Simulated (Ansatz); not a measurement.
`[NH2][SbH2]` + `[NH2][GaH][SiH3]` → `[NH2][SbH][SiH3]` + `[NH2][GaH2]`  (redistribution)

Calculated with Ansatz (gas phase, PBE0-D4/def2-TZVP geometries, no zero-point term in ΔE). CBS: MP2 limit from def2 TZ/QZ plus the TZ coupled-cluster correction, frozen cores. def2 core potentials past Kr. For Ga, Sb outer-core shells are correlated without core-valence functions, which leaves a few kJ/mol of doubt a bond. Scalar relativity is left out up to krypton. Each species was taken in one conformer, which may not be the lowest.

```tsv
species	CCSD/def2-SVP energy (Eh)
`[NH2][SbH2]`	-296.29054
`[NH2][GaH][SiH3]`	-2270.27835
`[NH2][SbH][SiH3]`	-586.42215
`[NH2][GaH2]`	-1980.14865
```

(1) Work out ΔE.

Largest T1 diagnostic among the species: 0.015.

## Answers

(1) ΔE = (-586.42215) + (-1980.14865) − (-296.29054) − (-2270.27835) = -0.00191 Eh = -0.05 eV. CCSD(T)/CBS gives -0.10 eV.

At CCSD(T), def2-SVP lies +0.04 eV from the extrapolated value and def2-TZVPP +0.04 eV. Leaving LDA and LC-ωPBE aside and taking each functional with its dispersion term where it has one, the values, not all of them listed here, spread over 0.04 eV, from PBE-QIDH to B97M-V.
